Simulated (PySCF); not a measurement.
## Ionisation energy along the 12-electron series

Calculated with PySCF 2.14 and a two-component X2C-1e Hamiltonian (Gaussian nucleus, no Breit or QED terms), each ion in its own even-tempered basis scaled to its charge; GMP2 freezes 1s2 and drops the highest virtual spinors. Values in eV. NIST values: (m) measured, (s) semi-empirical, (t) theoretical.

```
  ion  configuration  GHF (screened spin-orbit)  GMP2 (screened spin-orbit)              NIST
Kr²⁴⁺       [Ne] 3s2                     1150.0                      1152.9    1155 ± 1.6 (s)
Rb²⁵⁺       [Ne] 3s2                     1237.5                      1240.4  1242.5 ± 1.7 (s)
Sr²⁶⁺       [Ne] 3s2                     1328.2                      1331.2  1333.4 ± 1.9 (s)
```

Between Z = 36 and Z = 38 the GMP2 (screened spin-orbit) value grows as Z to the power 2.66.
